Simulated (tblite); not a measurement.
C7H6N (charge -1).
Numbering: `[CH3:1][C:2]#[C:3][c:4]1[cH:5][cH:6][n-:7][cH:8]1` (hydrogens: H9, H10, H11 on C1; H12 on C5; H13 on C6; H14 on C8)

Structure optimised with GFN2-xTB, isolated species.

(1) Give the optimised bond lengths and angles.

## Answers

(1) 
| bond | length (Å) | order |
| --- | --- | --- |
| C1–C2 | 1.455 | single |
| C2≡C3 | 1.208 | triple |
| C3–C4 | 1.397 | single |
| C4–C5 | 1.417 | aromatic |
| C5–C6 | 1.377 | aromatic |
| C6–N7 | 1.355 | aromatic |
| N7–C8 | 1.338 | aromatic |
| C4–C8 | 1.400 | aromatic |
| C1–H9, C1–H10, C1–H11 | 1.095 | single |
| C5–H12 | 1.082 | single |
| C6–H13 | 1.084 | single |
| C8–H14 | 1.083 | single |

Bonds in one row agree within 0.01 Å and their mean is given. Orders are formal, as drawn. A selection of angles:
| angle | degrees |
| --- | --- |
| C2–C1–H9 | 111.0 |
| H9–C1–H10 | 108.1 |
| C1–C2–C3 | 180.0 |
| C2–C3–C4 | 179.8 |
| C3–C4–C5 | 127.6 |
| C3–C4–C8 | 127.7 |
| C5–C4–C8 | 104.7 |
| C4–C5–C6 | 105.5 |
| C4–C5–H12 | 126.7 |
| C6–C5–H12 | 127.8 |
| C5–C6–N7 | 112.3 |
| C5–C6–H13 | 127.6 |
| N7–C6–H13 | 120.1 |
| C6–N7–C8 | 105.3 |
| N7–C8–H14 | 120.8 |
| C4–C8–N7 | 112.2 |
| C4–C8–H14 | 127.0 |

C8 (aromatic CH next to a ring nitrogen) is planar (angles 127.0°, 120.8° and 112.2°, sum 360.0°, 0.00 Å off the plane of its three neighbours). The 5-membered ring C4–C5–C6–N7–C8 has internal angles of 104.7° to 112.3° (sum 540°, against 540° for a flat polygon); it is planar, 0.00 Å rms from its mean plane, widest ring torsion 0°. The 8 heavy atoms lie in one plane (0.001 Å rms). C5 (aromatic CH carbon) is planar (angles 127.8°, 126.7° and 105.5°, sum 360.0°, 0.00 Å off the plane of its three neighbours). C6 (aromatic CH next to a ring nitrogen) is planar (angles 127.6°, 120.1° and 112.3°, sum 360.0°, 0.00 Å off the plane of its three neighbours). The C–C distances run from 1.208 Å (C2≡C3, drawn triple) to 1.455 Å (C1–C2, drawn single), a spread of 0.247 Å. C4 (substituted aromatic carbon) is planar (angles 127.7°, 127.6° and 104.7°, sum 360.0°, 0.00 Å off the plane of its three neighbours).

Point group: near Cs, missed by 0.12 Å at most; the miss may be what the optimiser left on a soft mode. GFN2-xTB frequencies show an imaginary mode (40i cm⁻¹), so the point is no minimum at that level.

On Intel Xeon at 2.50 GHz, one thread, shared host, this took 0.44 s of wall time. These figures are those of the optimisation.

All values are computed, not measured.
